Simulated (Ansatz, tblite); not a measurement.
Forces on Hg₆Te₃Br₆ at its PBE-D4/def2-SVP geometry. Charge 0, multiplicity 1.

In the def2 sets Hg, Te take a core potential; there is no spin–orbit coupling. The xTB rows come from tblite. Single mean-field runs in def2-SVP are fitted with def2-universal-jkfit. The structure comes from a short search, and lower isomers may exist.

GFN1-xTB (tblite), largest force 0.78 eV/Å:

```xyz
15
positions Å, forces eV/Å
Hg   -0.894   -0.568   -2.764    0.629    0.060   -0.040
Hg   -1.431   -0.538    1.076    0.121    0.248    0.104
Hg    0.569   -3.712    1.766    0.218   -0.039   -0.491
Hg    1.654   -0.183    2.788    0.159    0.160    0.250
Hg   -2.274    2.668   -0.855    0.484    0.389    0.164
Hg    1.896    1.717   -0.154   -0.230   -0.126    0.223
Te    3.650    1.354    1.856    0.415    0.184   -0.034
Te   -3.031    0.027   -1.134   -0.280   -0.100   -0.041
Te   -0.506   -1.839    3.420   -0.420   -0.167    0.252
Br    0.577    2.267   -2.281   -0.478   -0.176   -0.101
Br    0.951   -1.418   -0.393   -0.438    0.196    0.195
Br   -2.375    5.146   -0.914   -0.067   -0.209   -0.014
Br    1.439   -5.691    0.586   -0.025   -0.001    0.056
Br    0.424   -1.331   -4.718   -0.154    0.023    0.110
Br   -0.649    2.101    1.722    0.067   -0.443   -0.633
```

GFN2-xTB (tblite), largest force 0.90 eV/Å:

```
Hg 0.474 -0.210 -0.741
Hg -0.302 -0.040 0.090
Hg 0.272 -0.540 -0.340
Hg 0.461 0.347 -0.076
Hg 0.009 0.883 -0.040
Hg 0.389 -0.038 0.364
Te -0.003 0.005 -0.059
Te -0.618 -0.363 0.151
Te -0.573 -0.175 0.473
Br -0.155 0.046 -0.244
Br 0.312 -0.114 -0.173
Br 0.023 -0.442 0.035
Br -0.128 0.306 0.137
Br -0.209 0.117 0.360
Br 0.048 0.218 0.063
```

PBE-D4/def2-SVP (Ansatz), largest force 0.02 eV/Å:

```
Hg 0.001 0.002 -0.002
Hg 0.000 -0.002 0.000
Hg -0.004 0.014 0.008
Hg 0.002 -0.005 0.002
Hg 0.001 0.001 -0.006
Hg 0.001 0.005 -0.009
Te -0.005 -0.003 0.001
Te 0.001 0.003 0.004
Te 0.002 -0.004 0.004
Br 0.001 -0.004 0.005
Br 0.005 0.004 -0.003
Br -0.001 -0.001 0.001
Br 0.001 -0.007 -0.004
Br -0.002 0.002 0.002
Br -0.003 -0.004 -0.003
```
